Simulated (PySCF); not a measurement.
## Multinuclear NMR of C4H7N3O2Si

Atom-mapped SMILES (the numbers label the heavy atoms): `[CH3:1][O:2][C:3](=[O:4])[c:5]1[n:6][cH:7][n:8]([SiH3:9])[n:10]1`. Each H is labelled by its parent atom.

Computed data (PySCF 2.14): geometry: GFN2-xTB, NMR shieldings at PBE0/pcSseg-1/GIAO. One conformer, averaged over atoms made equivalent by symmetry, fast rotation or ring inversion, gas phase, no relativistic terms.

Question: What are the ²⁹Si shifts?

Answer: 
| atoms | environment | σ (ppm) | δ (ppm) |
| --- | --- | --- | --- |
| Si9 | silicon bonded to N, 3 H | 400.6 | -49.3 |

Shieldings were converted by a linear fit to measured shifts: ²⁹Si: δ = 279.94 − 0.822σ (rms 8.9 ppm, 72 shifts, 25.8 ppm with the 6 outliers that the fit left out vs TMS, solution or neat liquid). A few per cent of atoms miss by over 2 rms, more outside the fitted compound classes.

On a 300 MHz spectrometer ²⁹Si resonates near 59.6 MHz, so 1 ppm is 59.6 Hz.

Question: Where does ¹⁵N resonate?

Answer: 
| atoms | environment | σ (ppm) | δ (ppm) |
| --- | --- | --- | --- |
| N10 | pyridine-type nitrogen of an azole | -94.8 | -60.7 |
| N6 | pyridine-type nitrogen of an azole | -37.2 | -113.8 |
| N8 | pyrrole-type ring nitrogen | 34.2 | -179.6 |

Shieldings were converted by a linear fit to measured shifts: ¹⁵N: δ = -148.07 − 0.921σ (rms 6.3 ppm, 71 shifts vs CH3NO2, solution or neat liquid). Occasional misses reach two or three times the rms, and more in compound classes unlike the fitted ones.

On a 300 MHz spectrometer ¹⁵N resonates near 30.4 MHz, so 1 ppm is 30.4 Hz.

Question: Predict the ¹⁷O NMR data.

Answer: 
```json
{"atoms": "O4", "environment": "ester carbonyl oxygen", "σ (ppm)": "-94.9", "δ (ppm)": "353.2"}
{"atoms": "O2", "environment": "ester alkoxy oxygen", "σ (ppm)": "142.3", "δ (ppm)": "137.1"}
```

Shieldings were converted by a linear fit to measured shifts: ¹⁷O: δ = 266.70 − 0.911σ (rms 10.7 ppm, 155 shifts, 12.2 ppm with the 3 outliers that the fit left out vs liquid water, solution or neat liquid). Occasional misses reach two or three times the rms, and more in compound classes unlike the fitted ones.

On a 600 MHz spectrometer ¹⁷O resonates near 81.3 MHz, so 1 ppm is 81.3 Hz.
